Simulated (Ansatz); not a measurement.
Reaction (redistribution): `BN[SiH2]C=C` + `[SiH3][SiH](S)[AsH2]` → `C=C[SiH2][AsH2]` + `BN[SiH]([SiH3])S`

Computed with Ansatz on PBE0-D4/def2-TZVP structures; ΔE is electronic, products minus reactants. CCSD(T)/CBS is the MP2 limit (def2-TZVPP, def2-QZVPP) plus CCSD(T) − MP2 in def2-TZVPP, frozen cores. Functionals use def2-TZVPP. For As outer-core shells are correlated without core-valence functions, which leaves a few kJ/mol of doubt a bond. Scalar relativity is left out up to krypton. One conformer a species, not always the lowest.

`BN[SiH2]C=C`:

Z-matrix (Å, degrees):
```
Si
N 1 1.747
C 1 1.856 2 111.3
H 1 1.482 2 105.9 3 122.0
H 1 1.489 2 110.3 3 -118.3
B 2 1.398 1 127.2 3 -119.5
H 2 1.011 1 116.2 3 59.6
C 3 1.331 1 122.4 2 -119.6
H 3 1.089 1 119.3 2 60.5
H 6 1.198 2 119.0 1 -0.4
H 6 1.198 2 119.7 1 179.5
H 8 1.087 3 122.4 1 -179.7
H 8 1.087 3 121.5 1 0.2
```

`[SiH3][SiH](S)[AsH2]`:

Z-matrix (Å, degrees):
```
Si
Si 1 2.335
H 1 1.487 2 108.3
H 1 1.488 2 112.0 3 120.4
H 1 1.487 2 109.0 3 -118.6
S 2 2.145 1 106.4 3 -179.2
As 2 2.368 1 113.0 3 60.9
H 2 1.490 1 110.8 3 -58.8
H 6 1.345 2 95.3 1 -177.1
H 7 1.522 2 92.3 1 39.4
H 7 1.524 2 92.3 1 -53.3
```

`C=C[SiH2][AsH2]`:

Cartesian coordinates in Å:
```
C -1.376 -1.428 -0.198
C -0.170 -0.914 -0.429
Si 0.142 0.910 -0.576
As 1.521 1.789 1.138
H -2.256 -0.799 -0.102
H -1.539 -2.497 -0.095
H 0.676 -1.595 -0.511
H -1.161 1.625 -0.529
H 0.827 1.228 -1.859
H 2.550 0.682 0.947
H 0.786 1.001 2.214
```

`BN[SiH]([SiH3])S`:

Cartesian coordinates in Å:
```
B -0.585 1.269 -1.529
N -0.631 -0.121 -1.388
Si -0.249 -1.028 0.054
Si 0.194 0.423 1.830
S 1.398 -2.363 -0.251
H -0.264 1.937 -0.586
H -0.860 1.776 -2.578
H -0.885 -0.661 -2.205
H -1.355 -1.978 0.350
H 0.390 -0.421 3.039
H 1.449 1.174 1.563
H -0.916 1.379 2.080
H 2.314 -1.387 -0.378
```

```json
{"level": "ωB97X-V", "ΔE (kJ/mol)": "0.1"}
{"level": "SCS-MP2/def2-TZVPP", "ΔE (kJ/mol)": "2.3"}
{"level": "SCS-MP2/def2-QZVPP", "ΔE (kJ/mol)": "3.2"}
{"level": "CCSD/CBS(def2)", "ΔE (kJ/mol)": "2.6"}
```

(1) What does CCSD(T)/CBS give? (Estimate.)

Largest T1 diagnostic among the species: 0.013.

## Answers

(1) Computed: +2.0 kJ/mol. The listed levels differ from it by -1.9, 0.3, 1.2, 0.6 kJ/mol.

In def2-TZVPP, CCSD(T) changes the Hartree–Fock value by −4.8 kJ/mol (the triples alone add −0.7 kJ/mol) and MP2 by −3.5 kJ/mol.
